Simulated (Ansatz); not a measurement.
Cl$_{4}$SW, SMILES `[S]=[W]([Cl])([Cl])([Cl])[Cl]`, relaxed with RKS PBE0-D4/def2-TZVP in Ansatz 0.2.0 from a PBE-D4/def2-SVP geometry. The force threshold is 0.005 eV/Å; the program also tests the step.

The species carries charge 0 and has multiplicity 1. W takes the def2 core potential.

Start:

```xyz
6

S     1.774   -1.060   -0.557
W     0.019   -0.012   -0.006
Cl    0.188    0.198    2.294
Cl    0.635    2.217   -0.116
Cl   -1.083    0.338   -2.013
Cl   -1.533   -1.681    0.398
```

| step | energy (eV) | largest force (eV/Å) | largest move (Å) |
| --- | --- | --- | --- |
| 1 | -62740.1713 | 1.049 | 0.000 |
| 2 | -62740.1987 | 0.997 | 0.053 |
| 3 | -62740.2288 | 0.068 | 0.020 |
| 4 | -62740.2289 | 0.000 | 0.002 |

End:

```xyz
6

S     1.756   -1.050   -0.552
W     0.029   -0.017   -0.009
Cl    0.180    0.198    2.262
Cl    0.622    2.188   -0.113
Cl   -1.072    0.335   -1.982
Cl   -1.515   -1.655    0.393
```

Hardware: 4 threads of an Arm Neoverse V2 on a shared host. Wall time 34 s, peak host memory 0.95 GiB.
